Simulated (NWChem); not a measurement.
## Dipole moment of FGa

```
Ga
F 1 1.7982
```
Charge 0, spin multiplicity 1.

Everything below was run with NWChem. Structure: optimised with PBE/def2-SVP, a minimum by its harmonic frequencies.

Basis set: def2-SVPD. The CCSD dipole comes from the Λ equations, without orbital relaxation.

The Hamiltonian is non-relativistic. The correlated methods keep 10 core orbitals frozen. B3LYP has NWChem's definition, with VWN1-RPA local correlation. The structure started from a generated list of species. No row is a measurement; the coupled-cluster row has its own basis-set and correlation limits.

For the dipole moment, PBE gives 2.33 D and PBE0 gives 2.43 D. What do B3LYP, CCSD give?

B3LYP: 2.51 D; CCSD: 2.38 D.
